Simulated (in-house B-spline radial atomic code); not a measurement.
Ionisation energies along the 56-electron series, configuration [Kr] 4d10 4f10, as differences of self-consistent energies. Dirac energy differences include first-order Breit, QED and recoil terms. NIST's values go from ground level to ground level; the uncertainty of those that are theory runs from under 0.1 % in few-electron ions to several per cent in heavy many-electron ones. Computed with an all-electron radial atomic-structure program (B-spline basis): Dirac-Hartree-Fock, average of the configuration, finite nuclei.

```csv
ion,configuration after,ionisation energy (eV),IE/(q+1)² (eV),Breit and QED recoil part (eV),tabulated value (eV),computed minus tabulated (eV)
Yb14+,[Kr] 4d10 4f9,297.5,1.3224,0.071945,324,-26.5
Lu15+,[Kr] 4d10 4f9,335.8,1.3116,0.072935,361,-25.2
Hf16+,[Kr] 4d10 4f9,375.9,1.3007,0.072575,399,-23.1
Ta17+,[Kr] 4d10 4f9,417.9,1.2898,0.070846,439,-21.1
W18+,[Kr] 4d10 4f9,?,?,?,?,?
Re19+,[Kr] 4d10 4f9,507.5,1.2687,0.06317,520,-12.5
Os20+,[Kr] 4d10 4f9,?,?,?,?,?
Ir21+,[Kr] 4d10 4f9,?,?,?,?,?
Pt22+,[Kr] 4d10 4f9,655.5,1.2391,0.040674,660,-4.5
Au23+,[Kr] 4d10 4f9,708.4,1.2299,0.030115,710,-1.6
Hg24+,[Kr] 4d10 4f9,763.1,1.221,0.017965,760,3.1
Tl25+,[Kr] 4d10 4f9,819.6,1.2125,0.004188,820,-0.4
Pb26+,[Kr] 4d10 4f9,877.9,1.2042,-0.011256,870,7.9
```

Q: Fill in the row of W18+.

A: ionisation energy (eV): 461.8; IE/(q+1)² (eV): 1.2791; Breit and QED recoil part (eV): 0.06772; tabulated value (eV): 462.1; computed minus tabulated (eV): -0.3.

Q: Fill in the row of Os20+.

A: ionisation energy (eV): 555.0; IE/(q+1)² (eV): 1.2585; Breit and QED recoil part (eV): 0.057162; tabulated value (eV): 570; computed minus tabulated (eV): -15.0.

Q: Fill in the row of Ir21+.

A: ionisation energy (eV): 604.3; IE/(q+1)² (eV): 1.2486; Breit and QED recoil part (eV): 0.049676; tabulated value (eV): 610; computed minus tabulated (eV): -5.7.

Where a p, d or f electron is removed, the computed value is a mean over both j, so it misses the tabulated one by a part of the spin-orbit splitting; averaging over terms and missing correlation add to the gap, relatively most at low charge.
